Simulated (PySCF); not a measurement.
Compound: C₆H₉F.
Z-matrix (Å and degrees, GFN2-xTB geometry), rows numbered from 1:
```
C 
C   1  1.3073
C   2  1.4650  1  150.14
C   3  1.5101  2  121.10  1    72.11
C   2  1.4708  1  147.29  3  -179.02
C   5  1.5054  2  119.64  3  -109.39
F   6  1.3784  5  110.73  2   154.81
H   1  1.0785  2  121.75  3   179.13
H   1  1.0780  2  121.61  3    -1.17
H   3  1.0856  2  116.69  5   105.82
H   4  1.0886  3  110.29  2   152.54
H   4  1.0885  3  110.27  2   -87.64
H   4  1.0876  3  110.58  2    32.28
H   5  1.0847  2  117.71  3   106.15
H   6  1.0950  5  111.40  2    36.18
H   6  1.0961  5  111.56  2   -87.05
```

Computed, not measured: PBE0/def2-SVPD in PySCF (dipole) on a GFN2-xTB geometry, gas phase.

Masses are those of the commonest isotopes; rigid-rotor values at the optimised geometry. The values belong to one conformer with, in the numbering `[CH2:1]=[C:2]1[C@@H:3]([CH3:4])[C@@H:5]1[CH2:6][F:7]`, C3–C5–C6–F7 86°.

(1) What are A, B and C (MHz)?

(2) Classify the top.

(3) Is it planar, by Δ = Ic − Ia − Ib?

(4) Predict some low-J microwave lines.

(5) Estimate the classical rotational partition function at 25 K, 100 K and 298.15 K.

Answers

(1) Ia = 136.60, Ib = 274.33, Ic = 384.53 u·Å²; 505379 MHz·u·Å²/I gives A = 3700, B = 1842, C = 1314 MHz.

(2) An asymmetric top: κ = (2 × 1842 − 3700 − 1314)/(3700 − 1314) = -0.56.

(3) Not planar: Δ = Ic − Ia − Ib = -26.39 u·Å². For a rigid frame Δ = −2 Σ m c², so Σ m c² = 13.20 u·Å² lies off the ab plane: 8.13 from hydrogen and 5.07 from heavier atoms. The atom farthest from that plane is 1.49 Å away.

(4) The dipole components are |μa| = 1.52 D, |μb| = 0.62 D, |μc| = 0.09 D. The squared components, which scale the intensities, stand as 1.00 : 0.17 : 0.00 (a : b : c). Some of the stronger lines:

| type | branch | J(Ka,Kc) | MHz | lower level (cm⁻¹) |
| --- | --- | --- | --- | --- |
| a | Q | 1(1,0) ← 1(1,1) | 528 | 0.167 |
| a | Q | 2(1,1) ← 2(1,2) | 1584 | 0.360 |
| b | R | 5(3,2) ← 4(4,1) | 1611 | 2.188 |
| a | Q | 5(2,3) ← 5(2,4) | 2662 | 1.853 |
| b | R | 1(1,1) ← 0(0,0) | 5014 | 0.000 |
| a | R | 2(1,1) ← 1(1,0) | 6841 | 0.185 |
| a | Q | 5(1,4) ← 5(1,5) | 7617 | 1.500 |
| b | Q | 4(2,3) ← 4(1,4) | 9149 | 1.028 |
| b | R | 3(1,3) ← 2(0,2) | 10048 | 0.313 |
| a | R | 3(1,2) ← 2(1,1) | 10194 | 0.413 |
| b | Q | 5(3,3) ← 5(2,4) | 11354 | 1.853 |
| a | R | 4(2,3) ← 3(2,2) | 12550 | 0.915 |
| b | R | 5(1,4) ← 4(2,3) | 12605 | 1.333 |
| a | R | 5(1,5) ← 4(1,4) | 14137 | 1.028 |
| a | R | 5(4,1) ← 4(4,0) | 16007 | 2.188 |
| a | R | 5(3,3) ← 4(3,2) | 16015 | 1.697 |
| b | Q | 5(5,1) ← 5(4,2) | 18894 | 2.721 |
| b | R | 5(3,2) ← 4(2,3) | 27222 | 1.333 |
| b | R | 5(2,3) ← 4(1,4) | 27378 | 1.028 |
| b | R | 4(4,1) ← 3(3,0) | 27486 | 1.271 |
| b | R | 5(4,1) ← 4(3,2) | 30714 | 1.697 |

(5) Point group C1, symmetry number σ = 1; q = (√π/σ)·√((kT/h)³/(ABC)), k/h = 20836.6 MHz/K: 7040 at 25 K, 56300 at 100 K, 290000 at 298.15 K.

Whether it is a minimum is left open (no frequencies). These are rigid-rotor constants of the computed structure; measured ground-state constants (B0) also hold zero-point vibration. A rigid rotor knows nothing of internal rotation, which can split or shift real lines.

On one thread, Arm Neoverse V1 (aarch64), no GPU, shared host, this took 32 s of wall time and 0.92 GiB of memory at its peak. This is the PBE0/def2-SVPD job that gave the dipole, with the excitations it also computed.
